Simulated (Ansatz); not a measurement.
H2BFSi, SMILES `B[Si]F` (triplet; the order of the spin states depends on the level) (charge 0, multiplicity 3). This triplet lies 0.33 eV above the relaxed singlet at the level frozen-core CCSD(T)/cc-pVTZ // PBE0-D3(BJ)/def2-TZVP (Ansatz, a first-principles code); other levels give the other order.

The numbers are results of Ansatz with frozen-core CCSDT(Q)/cc-pVDZ // PBE0-D3(BJ)/def2-TZVP, not measurements.

Ansatz 0.2 input:
```yaml
crystal:
  periodic: [false, false, false]
  atoms:
    - { symbol: B, position_ang: [-0.76497, -0.08189, 0.007744] }
    - { symbol: Si, position_ang: [1.09924, -0.580166, 0.154637] }
    - { symbol: F, position_ang: [2.226366, 0.529835, -0.091637] }
    - { symbol: H, position_ang: [-0.980194, 1.060468, -0.266802] }
    - { symbol: H, position_ang: [-1.580442, -0.928245, 0.196056] }
basis:
  gaussian: { orbitals: cc-pVDZ }
correlation:
  method: ccsdt_q
magnetization:
  spin_polarized: true
  initial_magnetization: 2
```

Output:

```
Functional definition: HF
1031 factors; integrals over basis functions are off by at most 1.9e-7 eV
mean field evaluation 1: about -11268.3914 eV, gradient 1.8e1 eV
mean field evaluation 2: about -11268.4437 eV, gradient 1.8e1 eV
mean field evaluation 4: about -11270.2829 eV, gradient 2.5e0 eV
mean field evaluation 8: about -11270.4344 eV, gradient 4.4e-1 eV
mean field evaluation 16: about -11270.4546 eV, gradient 3.2e-6 eV
mean field evaluation 32: about -11266.4612 eV, gradient 5.7e0 eV
mean field -11270.45455311 eV, -414.1815654383 hartree, gradient 3.2e-6 eV, S^2 2.007947; 0 other end points of the search recorded, 0 dependent functions left out
7 core orbitals not correlated
reference -11270.45455311 eV, -414.1815654383 hartree; 9, 7 occupied and 40, 42 virtual orbitals, 1031 factors
second order -9.09528083 eV of doubles, -0.00000000 eV of singles
cycle   1  -9.53289435 eV  change   -4.4e-1 eV  update   1.0e-1
cycle   2  -9.92544553 eV  change   -3.9e-1 eV  update   5.2e-2
cycle   3  -10.20922816 eV  change   -2.8e-1 eV  update   3.3e-2
cycle   4  -10.21932552 eV  change   -1.0e-2 eV  update   1.6e-2
cycle   5  -10.21451675 eV  change    4.8e-3 eV  update   1.1e-2
cycle   6  -10.22381570 eV  change   -9.3e-3 eV  update   5.4e-3
cycle   7  -10.22641147 eV  change   -2.6e-3 eV  update   2.9e-3
cycle   8  -10.22526082 eV  change    1.2e-3 eV  update   1.2e-3
cycle   9  -10.22482210 eV  change    4.4e-4 eV  update   5.3e-4
cycle  10  -10.22538516 eV  change   -5.6e-4 eV  update   2.6e-4
cycle  11  -10.22503418 eV  change    3.5e-4 eV  update   1.2e-4
cycle  12  -10.22509232 eV  change   -5.8e-5 eV  update   5.6e-5
cycle  13  -10.22510149 eV  change   -9.2e-6 eV  update   2.6e-5
cycle  14  -10.22510098 eV  change    5.1e-7 eV  update   1.1e-5
cycle  15  -10.22509466 eV  change    6.3e-6 eV  update   6.8e-6
cycle  16  -10.22509559 eV  change   -9.3e-7 eV  update   3.1e-6
cycle  17  -10.22509626 eV  change   -6.7e-7 eV  update   1.6e-6
perturbative correction -0.02226414 eV, -0.0008181920 hartree
Total energy: -11280.70191351 eV, -414.5581489870 hartree
```
